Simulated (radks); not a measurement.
The numbers below are computed, except where a source is named.
Cu+, 28 electrons, occupied as [Ne] 3s1 3p6 3d10 4s1 (not the ground configuration). Code: a radial shooting solver on a logarithmic mesh with Libxc functionals. Model: scalar-relativistic Kohn-Sham, MS2 meta-GGA, spin-unpolarised, spherical densities, finite nucleus; meta-GGA in the generalised Kohn-Sham scheme; Fermi nuclear charge, rms radius 3.8823 fm.

Normalised radial functions P(r) = r R(r), r in bohr:

```
   r/bohr * 3p, o 4s (the largest magnitude, 1.25, reaches the edge; | marks zero, & curves that meet)
 0.005791                             *o
 0.006634                             *o
 0.007601                             *o
 0.008639                             *o
 0.009897                             |*o
  0.01134                             |*o
  0.01299                             |*o
  0.01476                             |*o
  0.01692                             |*o
  0.01938                             | &
   0.0222                             | &
  0.02544                             | o*
  0.02891                             | o*
  0.03312                             | o *
  0.03795                             | o  *
  0.04348                             | o   *
  0.04941                             |o     *
  0.05661                             |o      *
  0.06486                             o         *
  0.07431                            o|          *
  0.08514                            o|           *
  0.09676                           o |            *
   0.1109                          o  |             *
    0.127                         o   |             *
   0.1455                         o   |             *
   0.1654                         o   |           *
   0.1895                         o   |         *
   0.2171                          o  |     *
   0.2487                            o| *
   0.2849                         *   o
   0.3238                    *        | o
    0.371              *              |   o
   0.4251         *                   |     o
    0.487     *                       |     o
   0.5535   *                         |      o
   0.6341  *                          |     o
   0.7265   *                         |   o
   0.8323      *                      |o
   0.9536          *                o |
    1.084              *         o    |
    1.242                  * o        |
    1.423                 o   *       |
     1.63               o        *    |
    1.852              o           *  |
    2.122              o            * |
    2.431               o            *|
    2.786                o            *
    3.192                  o          *
    3.627                     o       *
    4.156                       o     *
    4.761                         o   *
    5.455                           o *
      6.2                            o*
    7.103                            o*
    8.138                             &
```

3p: eigenvalue -89.098 eV, 1 radial node at r = 0.260 bohr, <r> = 0.742 bohr, 90 % of the charge inside 1.14 bohr. 4s: eigenvalue -13.599 eV, 3 radial nodes at r = 0.0674, 0.280, 0.876 bohr, <r> = 2.45 bohr, 90 % of the charge inside 3.69 bohr.
